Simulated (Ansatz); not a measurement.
Geometry optimisation, RKS PBE0/6-31G in Ansatz 0.2.0.

Input:

```yaml
crystal:
  periodic: [false, false, false]
  atoms:
    - { symbol: C, position_ang: [-0.3491, 1.09637, 0.04543] }
    - { symbol: B, position_ang: [0.19406, -0.3978, -0.00556] }
    - { symbol: Al, position_ang: [-0.0392, -1.00516, 1.99609] }
    - { symbol: Al, position_ang: [0.64071, -0.62248, -2.04994] }
    - { symbol: H, position_ang: [-0.26269, 1.60261, 1.0145] }
    - { symbol: H, position_ang: [0.03144, 1.76915, -0.73257] }
    - { symbol: H, position_ang: [-1.42737, 1.00863, -0.14461] }
    - { symbol: H, position_ang: [0.11221, -2.39625, 2.70238] }
    - { symbol: H, position_ang: [-0.47697, 0.12401, 3.00356] }
    - { symbol: H, position_ang: [0.50277, 0.68203, -2.92237] }
    - { symbol: H, position_ang: [1.07415, -1.8611, -2.9069] }
basis:
  gaussian: { orbitals: "6-31G" }
hamiltonian:
  xc: pbe0
relax:
  f_tol: 0.015
  max_steps: 40
```

Command:

```bash
$ ansatz run input.yaml --threads 1 --pin off --max-ram 2048MiB --backend cpu --events-out ev --progress --plain --runs-dir out
```

Q: Where does it end, and by what steps?

A: It converged. Limits of this set-up: no polarisation functions. After 21 steps the energy has fallen by 0.847 eV; H10 moved furthest, 2.25 Å.

```
step  energy less start (eV)  largest force component (eV/Å)  accepted
   0                  0.0000                           1.074       yes
   1                 -0.2812                           0.357       yes
   2                 -0.3431                           0.173       yes
   3                 -0.3937                           0.259       yes
   4                 -0.4471                           0.150       yes
   5                 -0.4748                           0.103       yes
   6                 -0.4976                           0.147       yes
   7                 -0.5217                           0.210       yes
   8                 -0.5424                           0.304       yes
   9                 -0.5950                           0.258       yes
  10                 -0.6479                           0.209       yes
  11                 -0.6948                           0.261       yes
  12                 -0.7391                           0.305       yes
  13                 -0.7759                           0.222       yes
  14                 -0.8182                           0.081       yes
  15                 -0.8371                           0.101       yes
  16                 -0.8328                           0.384        no
  17                 -0.8430                           0.035       yes
  18                 -0.8453                           0.048       yes
  19                 -0.8424                           0.142        no
  20                 -0.8457                           0.105       yes
  21                 -0.8468                           0.009       yes
```

```xyz
11
Properties=species:S:1:pos:R:3
C -0.979 1.389 -0.038
B -0.026 0.127 0.007
Al 0.312 -0.977 1.804
Al 0.919 -0.647 -1.746
H -1.065 1.950 0.899
H -0.792 2.098 -0.853
H -1.982 0.961 -0.229
H -0.638 -2.215 2.239
H 1.602 -0.695 2.742
H 2.424 -0.209 -2.154
H 0.224 -1.782 -2.670
```

Whether the end is a true minimum wasn't checked by a vibrational analysis.

The run took 40 s on 1 thread of Intel(R) Xeon(R) 6975P-C (Granite Rapids) (shared host), peak memory 0.15 GiB.
